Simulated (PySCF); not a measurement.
A calculated (LDA, PySCF 2.14, x2c-TZVPPall, the spin-free X2C one-electron Hamiltonian (Gaussian nucleus)) atom or ion has these occupied shells.

```
shell  electrons  orbital energy (eV)  rms radius, mean of both spins (bohr)
 1s α          1             -40156.7                                 0.0281
 1s β          1             -40156.7                                 0.0281
 2s α          1              -6451.9                                  0.114
 2s β          1              -6451.9                                  0.114
 2p α          3              -5791.6                                  0.102
 2p β          3              -5791.6                                  0.102
 3s α          1              -1408.0                                  0.298
 3s β          1              -1407.8                                  0.298
 3p α          3              -1197.2                                  0.298
 3p β          3              -1196.9                                  0.298
 3d α          5              -893.23                                  0.276
 3d β          5              -893.03                                  0.276
 4s α          1              -303.74                                  0.678
 4s β          1              -303.03                                  0.678
 4p α          3              -234.67                                  0.720
 4p β          3              -233.95                                  0.720
 4d α          5              -134.35                                  0.802
 4d β          5              -133.63                                  0.802
 5s α          1              -64.054                                   1.59
 5s β          1              -63.615                                   1.59
 5p α          3              -46.282                                   1.82
 5p β          3              -45.932                                   1.82
 4f α          1              -28.977                                   1.20
```

(1) Name the element and its charge.

Results:

(1) Ce³⁺ (cerium, charge +3), in [Xe] 4f1, 2F determinant.
